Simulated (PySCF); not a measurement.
Orbital gap (eV) of eight silicon and germanium compounds: PBE beside HF, computed with PySCF for isolated molecules in the bases named; differences from unrounded values. The eight are the first of their class met in an unordered collection, after screening for sound electronic states; none was chosen by its value. Each molecule has one DFT geometry for both levels.

```
molecule                                                    basis     HF   PBE  difference
------------------------------------------------------  ---------  -----  ----  ----------
N-silylprop-2-yn-1-amine (C3H7NSi), SMILES C#CCN[SiH3]  def2-TZVP  13.53  5.11       -8.43
C2H6GeN2, SMILES [Ge@H]1([NH2])[CH]=N[CH2]1             def2-TZVP  12.79  3.65       -9.14
C3H12N2Si, SMILES CC(C)[SiH](N)N                        def2-TZVP  13.62  5.61       -8.01
Si(H)(Me)2(NH2) (C₂H₉NSi), SMILES C[SiH](N)C            def2-TZVP  13.93   ___         ___
H4OSSeSi, SMILES [SiH3]O[Se]S                           def2-TZVP  12.03   ___         ___
C2H12N2Si2, SMILES C[Si@H](CN)N[SiH3]                   def2-TZVP  13.33   ___         ___
Si(H)2(NCO)(OMe) (C2H5NO2Si), SMILES [SiH2](N=C=O)OC    def2-TZVP  14.98  5.95       -9.03
C2H9FSi3, SMILES [SiH2]1[Si](F)([SiH2]C1)C              def2-TZVP  11.80  4.15       -7.65
```

Q: Some entries are withheld; supply them. (The exact figures need the calculation; the answer reports its results.)

A: 
- C2H12N2Si2, SMILES C[Si@H](CN)N[SiH3], PBE: 4.65
- C2H12N2Si2, SMILES C[Si@H](CN)N[SiH3], difference: -8.68
- H4OSSeSi, SMILES [SiH3]O[Se]S, PBE: 3.41
- H4OSSeSi, SMILES [SiH3]O[Se]S, difference: -8.62
- Si(H)(Me)2(NH2) (C₂H₉NSi), SMILES C[SiH](N)C, PBE: 5.73
- Si(H)(Me)2(NH2) (C₂H₉NSi), SMILES C[SiH](N)C, difference: -8.20

PBE lies below HF in 8 and above it in 0 of the eight; the mean signed difference is -8.47 and the largest -9.14 eV.
